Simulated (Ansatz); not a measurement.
System: C₃H₃N₂, net charge 0, doublet state. It need not be the lowest isomer of its formula. 
Geometry from a B3LYP-D3(BJ)/def2-TZVP (Ansatz, a program for electronic structure) optimisation:
SMILES: c1n[nH][c]c1
```xyz
8

C      0.4325     1.0944    -0.0806
C     -0.9035     0.8332     0.0792
C     -0.9283    -0.5799     0.1224
N      0.2817    -1.1179    -0.0002
N      1.1173    -0.0521    -0.1259
H     -1.7180     1.5299     0.1522
H     -1.7837    -1.2265     0.2384
H      2.1044    -0.1996    -0.2342
```
Charge 0, spin multiplicity 2.

Total electronic energies in hartree. Correlated levels leave the core frozen unless marked. Open shells are spin-unrestricted. No spin-orbit coupling. No relativistic terms. CBS(X,Y): correlation extrapolated as X^-3; Hartree-Fock from the larger set (for Q and 5 zeta extrapolated as (X+1)exp(-9√X)).

The UHF reference is spin-contaminated (<S^2> 0.24 over the pure value in the largest basis). 

```json
[
 {"level": "BLYP-D3(BJ)/def2-TZVPD", "program": "Ansatz + dftd3", "energy (Eh)": "-225.53686"},
 {"level": "revPBE/def2-TZVPD", "program": "Ansatz", "energy (Eh)": "[?]"},
 {"level": "B3LYP-D3(BJ)/def2-TZVPD", "program": "Ansatz + dftd3", "energy (Eh)": "[?]"},
 {"level": "PBE0/STO-3G", "program": "Ansatz", "energy (Eh)": "-222.40023"},
 {"level": "r2SCANh-D4/def2-TZVPD", "program": "Ansatz + dftd4", "energy (Eh)": "-225.45841"},
 {"level": "B2PLYP/def2-TZVPD", "program": "Ansatz", "energy (Eh)": "-225.40545"},
 {"level": "RPA@PBE/cc-pVQZ", "program": "Ansatz", "energy (Eh)": "-225.60016"},
 {"level": "MP2/cc-pVTZ", "program": "Ansatz", "energy (Eh)": "-225.04377"},
 {"level": "MP2/cc-pwCVTZ", "program": "Ansatz", "energy (Eh)": "-225.05860"},
 {"level": "RI-MP2/cc-pVTZ", "program": "Ansatz", "energy (Eh)": "-225.04346"},
 {"level": "CCSD/cc-pVQZ", "program": "Ansatz", "energy (Eh)": "-225.13045"},
 {"level": "CCSD/CBS(cc-pVTZ,cc-pVQZ)", "program": "Ansatz", "energy (Eh)": "-225.1644"},
 {"level": "CCSD(T)/cc-pVDZ", "program": "Ansatz", "energy (Eh)": "-224.90052"},
 {"level": "CCSD(T)/cc-pVQZ", "program": "Ansatz", "energy (Eh)": "-225.18052"},
 {"level": "CCSD(T)/CBS(cc-pVQZ,cc-pV5Z)", "program": "Ansatz", "energy (Eh)": "-225.2194"}
]
```

**Question.** Some entries are withheld; supply them.

**Answer.** 
- revPBE/def2-TZVPD, energy (Eh): -225.53894
- B3LYP-D3(BJ)/def2-TZVPD, energy (Eh): -225.60196
